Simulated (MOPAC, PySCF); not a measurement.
C10H12Si, SMILES `C=C/C=C\c1cccc([SiH3])c1` (C–C–C–C torsion -175°, C–C–C–C torsion -146°), neutral singlet in the gas phase. 

Cartesian coordinates (Å):
SMILES: c1(/C=C\C=C)cc(ccc1)[SiH3]
```xyz
23

C      3.6038    -1.6102    -0.5687
C      2.5397    -0.9068    -0.1429
C      2.2185    -0.7047     1.2618
C      1.1260    -0.0982     1.7835
C     -0.0573     0.4207     1.0810
C     -0.7039     1.5688     1.5825
C     -1.8227     2.0977     0.9435
C     -2.3339     1.4816    -0.2030
C     -1.7365     0.3156    -0.7122
Si    -2.4412    -0.5571    -2.2235
C     -0.6067    -0.2007    -0.0561
H      4.2802    -2.1030     0.1373
H      3.8300    -1.7177    -1.6321
H      1.8911    -0.4290    -0.8829
H      2.9802    -1.0506     1.9700
H      1.1177     0.0557     2.8683
H     -0.3080     2.0532     2.4789
H     -2.3028     2.9955     1.3408
H     -3.2129     1.9067    -0.6949
H     -1.4019    -0.6985    -3.2863
H     -3.5843     0.2372    -2.7593
H     -2.9212    -1.9272    -1.8741
H     -0.1540    -1.1290    -0.4117
```
Charge 0, multiplicity 1.

All levels are single points at this geometry (B3LYP-D3(BJ)/def2-SVP); Pople sets use spherical d functions. Orbital energies aren't observables, and empty levels follow the basis.

AM1 in MOPAC gives dipole (D) = 0.18.

Q: Estimate the dipole (D) from each of these levels: B3LYP-D3(BJ)/def2-TZVP in PySCF; PBE-D3(BJ)/def2-TZVP in PySCF; B3LYP/3-21G in PySCF; B3LYP/6-311+G** in PySCF; B3LYP/6-31G* in PySCF; B3LYP/LANL2DZ in PySCF; M06-2X/6-31G* in PySCF; PBE/6-31G* in PySCF; SVWN5/6-31G* in PySCF; HF/3-21G in PySCF; PM3 in MOPAC; PM6 in MOPAC.

A: 
```csv
level,dipole (D)
B3LYP-D3(BJ)/def2-TZVP in PySCF,0.90
PBE-D3(BJ)/def2-TZVP in PySCF,0.93
B3LYP/3-21G in PySCF,0.81
B3LYP/6-311+G** in PySCF,0.80
B3LYP/6-31G* in PySCF,0.90
B3LYP/LANL2DZ in PySCF,0.72
M06-2X/6-31G* in PySCF,0.78
PBE/6-31G* in PySCF,0.92
SVWN5/6-31G* in PySCF,0.88
HF/3-21G in PySCF,0.89
PM3 in MOPAC,0.18
PM6 in MOPAC,0.53
```
